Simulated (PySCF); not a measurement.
CH3O3Re (SMILES [CH3][Re](=[O])(=[O])=[O]), singlet, geometry from GFN2-xTB (such geometries of metal compounds can be far from the true shape) (core potentials on Re); M062X/def2-SV(P) in PySCF.

Input for PySCF:
```python
from pyscf import gto, scf, dft

mol = gto.Mole()
mol.atom = '''
    Re    0.06874118   -0.12694771   -0.06206747
    O     1.20409994    0.71141375   -0.92250863
    O     0.49430691   -0.80148520    1.38573825
    O    -1.28320559   -0.67670116   -0.83812129
    C    -0.89001532    1.64363512    0.80360865
    H    -0.15488768    2.19502798    1.39106321
    H    -1.71349648    1.32519993    1.44394246
    H    -1.26872215    2.27322082   -0.00246365
'''
mol.basis = 'def2-sv(p)'
mol.ecp = {'Re': 'def2-sv(p)'}
mol.verbose = 4
mol.build()

mf = dft.RKS(mol)
mf.xc = 'm062x'
mf.kernel()
mf.analyze()
```

**Question.** What does PySCF print? Leave out banner, timings and long lists.

**Answer.** 
```
PySCF version 2.14.0

[INPUT] verbose = 4
[INPUT] num. atoms = 8
[INPUT] num. electrons = 48
[INPUT] charge = 0
[INPUT] spin (= nelec alpha-beta = 2S) = 0
[INPUT] symmetry False subgroup None
[INPUT] Mole.unit = angstrom
[INPUT] Symbol           X                Y                Z      unit          X                Y                Z       unit  Magmom
[INPUT]  1 Re     0.068741180000  -0.126947710000  -0.062067470000 AA    0.129902003679  -0.239896404041  -0.117290519545 Bohr   0.0
[INPUT]  2 O      1.204099940000   0.711413750000  -0.922508630000 AA    2.275419113205   1.344377148750  -1.743288658248 Bohr   0.0
[INPUT]  3 O      0.494306910000  -0.801485200000   1.385738250000 AA    0.934104681380  -1.514587520892   2.618665772834 Bohr   0.0
[INPUT]  4 O     -1.283205590000  -0.676701160000  -0.838121290000 AA   -2.424907126611  -1.278779860575  -1.583819697267 Bohr   0.0
[INPUT]  5 C     -0.890015320000   1.643635120000   0.803608650000 AA   -1.681885201467   3.106020225517   1.518600259831 Bohr   0.0
[INPUT]  6 H     -0.154887680000   2.195027980000   1.391063210000 AA   -0.292695295269   4.148001717957   2.628728488858 Bohr   0.0
[INPUT]  7 H     -1.713496480000   1.325199930000   1.443942460000 AA   -3.238039062606   2.504264927993   2.728655789031 Bohr   0.0
[INPUT]  8 H     -1.268722150000   2.273220820000  -0.002463650000 AA   -2.397537391669   4.295764770459  -0.004655623767 Bohr   0.0

nuclear repulsion = 229.098609107768
number of shells = 41
number of NR pGTOs = 158
number of NR cGTOs = 87
basis = def2-sv(p)
ecp = {'Re': 'def2-sv(p)'}

******** <class 'pyscf.dft.rks.RKS'> ********
method = RKS
initial guess = minao
damping factor = 0
level_shift factor = 0
DIIS = <class 'pyscf.scf.diis.CDIIS'>
diis_start_cycle = 1
diis_space = 8
diis_damp = 0
SCF conv_tol = 1e-09
SCF conv_tol_grad = None
SCF max_cycles = 50
direct_scf = True
direct_scf_tol = 1e-13
XC library pyscf.dft.libxc version 7.1.2
    S. Lehtola, C. Steigemann, M. J. T. Oliveira, and M. A. L. Marques,  SoftwareX 7, 1–5 (2018)
XC functionals = m062x
    Y. Zhao and D. G. Truhlar,  Theor. Chem. Acc. 120, 215 (2008)
    Y. Zhao and D. G. Truhlar,  Theor. Chem. Acc. 120, 215 (2008)
radial grids:
    Treutler-Ahlrichs [JCP 102, 346 (1995); DOI:10.1063/1.469408] (M4) radial grids

becke partition: Becke, JCP 88, 2547 (1988); DOI:10.1063/1.454033
pruning grids: <function nwchem_prune>
grids dens level: 3
symmetrized grids: False
atomic radii adjust function: <function treutler_atomic_radii_adjust>
small_rho_cutoff = 0
Set gradient conv threshold to 3.16228e-05
Initial guess from minao.
tot grids = 110096
init E= -330.967663309006
  HOMO = -0.575245539814343  LUMO = -0.381650977394192  gap/eV = 5.26798
cycle= 1 E= -342.977658689824  delta_E=  -12  |g|= 1.48  |ddm|=    8
  HOMO = -0.264838803102941  LUMO = -0.0905223210002685  gap/eV = 4.74339
cycle= 2 E= -341.444433422741  delta_E= 1.53  |g|= 3.16  |ddm|=  3.4
  HOMO = -0.384277368895856  LUMO = -0.028584916686091  gap/eV = 9.67888
cycle= 3 E= -343.385102262228  delta_E= -1.94  |g|= 0.235  |ddm|= 2.54
  HOMO = -0.430104952928546  LUMO = -0.0822001806488649  gap/eV = 9.46697
cycle= 4 E= -343.397307903151  delta_E= -0.0122  |g|= 0.0495  |ddm|= 0.316
  HOMO = -0.420593265060809  LUMO = -0.0654620965150278  gap/eV = 9.66361
cycle= 5 E= -343.397970977624  delta_E= -0.000663  |g|= 0.00718  |ddm|= 0.0647
  HOMO = -0.421600077752811  LUMO = -0.0658475045017451  gap/eV = 9.68052
cycle= 6 E= -343.397993339326  delta_E= -2.24e-05  |g|= 0.00508  |ddm|= 0.0139
  HOMO = -0.421555991519937  LUMO = -0.0655893925534689  gap/eV = 9.68634
cycle= 7 E= -343.398001068934  delta_E= -7.73e-06  |g|= 0.00219  |ddm|= 0.00634
  HOMO = -0.421777817396892  LUMO = -0.0656692098067929  gap/eV = 9.69021
cycle= 8 E= -343.398002625049  delta_E= -1.56e-06  |g|= 0.00112  |ddm|= 0.00343
  HOMO = -0.421803343607188  LUMO = -0.0656518853215902  gap/eV = 9.69137
cycle= 9 E= -343.398002875894  delta_E= -2.51e-07  |g|= 0.000464  |ddm|= 0.0011
  HOMO = -0.421810044748925  LUMO = -0.0656223197479399  gap/eV = 9.69236
cycle= 10 E= -343.398002945385  delta_E= -6.95e-08  |g|= 4.52e-05  |ddm|= 0.000649
  HOMO = -0.421812064358349  LUMO = -0.0656244546628595  gap/eV = 9.69236
cycle= 11 E= -343.398002948744  delta_E= -3.36e-09  |g|= 1.03e-05  |ddm|= 0.000201
  HOMO = -0.421811385191549  LUMO = -0.0656243947792073  gap/eV = 9.69234
cycle= 12 E= -343.398002948888  delta_E= -1.45e-10  |g|= 3.23e-06  |ddm|= 4.29e-05
  HOMO = -0.421811136091912  LUMO = -0.06562457827308  gap/eV = 9.69233
Extra cycle  E= -343.3980029489  delta_E= -1.17e-11  |g|= 4.54e-06  |ddm|= 6.67e-06
converged SCF energy = -343.3980029489
**** SCF Summaries ****
Total Energy =                        -343.398002948900171
Nuclear Repulsion Energy =             229.098609107767743
One-electron Energy =                 -950.128954007549282
Two-electron Energy =                  377.632341950881369
Two-electron Coulomb Energy =          418.029095708684395
DFT Exchange-Correlation Energy =      -40.396753757802998
HOMO-LUMO gap [eV] =                     9.692329919943273
**** MO energy ****
MO #1   energy= -19.6911682091609  occ= 2
MO #2   energy= -19.6910591865425  occ= 2
MO #3   energy= -19.6910257664513  occ= 2
MO #4   energy= -10.5989996039495  occ= 2
MO #5   energy= -3.52243177320223  occ= 2
MO #6   energy= -2.0673534897533   occ= 2
MO #7   energy= -2.06734820284554  occ= 2
MO #8   energy= -2.02549757246702  occ= 2
MO #9   energy= -1.11365577993001  occ= 2
MO #10  energy= -1.06138874406068  occ= 2
MO #11  energy= -1.06138118878387  occ= 2
MO #12  energy= -0.810908074119379 occ= 2
MO #13  energy= -0.587829614881332 occ= 2
MO #14  energy= -0.587817969752675 occ= 2
MO #15  energy= -0.552811720919689 occ= 2
MO #16  energy= -0.552785563706192 occ= 2
MO #17  energy= -0.535651243612127 occ= 2
MO #18  energy= -0.493617738499251 occ= 2
MO #19  energy= -0.493578395712058 occ= 2
MO #20  energy= -0.431991114636539 occ= 2
MO #21  energy= -0.42934039821881  occ= 2
MO #22  energy= -0.426882370842802 occ= 2
MO #23  energy= -0.421816493138763 occ= 2
MO #24  energy= -0.421811136091912 occ= 2
MO #25  energy= -0.06562457827308  occ= 0
MO #26  energy= -0.0656160870012753 occ= 0
MO #27  energy= -0.0429093110580467 occ= 0
MO #28  energy= 0.0437778172905467 occ= 0
MO #29  energy= 0.0766115254877142 occ= 0
MO #30  energy= 0.0804906994318741 occ= 0
MO #31  energy= 0.0805048647875243 occ= 0
MO #32  energy= 0.0968132815619967 occ= 0
Dipole moment(X, Y, Z, Debye): -0.73488,  1.35609,  0.66331
```
